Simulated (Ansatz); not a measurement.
The same molecule with X = O, S, Se. Ansatz, PBE0-D4/def2-TZVP geometries, multiplicity 1.

Elements past krypton have def2 core potentials. Scalar relativity is left out up to krypton.

```csv
X,molecule,mean X–C bond length / Å,mean X–In bond length / Å,HOMO–LUMO gap (PBE/def2-TZVPP) / eV,HOMO energy (B3LYP/def2-TZVPP) / eV,HOMO energy (PBE/def2-TZVPP) / eV
O,`C[O][InH2]`,1.398,1.987,3.68,-7.09,-5.90
Se,`C[Se][InH2]`,1.963,2.492,3.31,-6.41,-5.59
```

Problem. Give the row for X = S, `C[S][InH2]`. (Estimate.)

Solution. Computed: 
```tsv
X	molecule	mean X–C bond length / Å	mean X–In bond length / Å	HOMO–LUMO gap (PBE/def2-TZVPP) / eV	HOMO energy (B3LYP/def2-TZVPP) / eV	HOMO energy (PBE/def2-TZVPP) / eV
S	`C[S][InH2]`	1.820	2.375	3.49	-6.63	-5.74
```

From O to Se the mean X–C bond length rises at each step, by 0.565 Å in all; the mean X–In bond length rises at each step, by 0.505 Å in all; the HOMO–LUMO gap (PBE/def2-TZVPP) falls at each step, by 0.37 eV in all; the HOMO energy (B3LYP/def2-TZVPP) rises at each step, by 0.68 eV in all; the HOMO energy (PBE/def2-TZVPP) rises at each step, by 0.31 eV in all. Bonds lengthen as the atom grows down the group.

B3LYP here is the variant with VWN-RPA as its local correlation; programs differ in this.

Spin–orbit coupling is left out; it splits and shifts lone-pair levels of the heavy atoms by tenths of an eV.
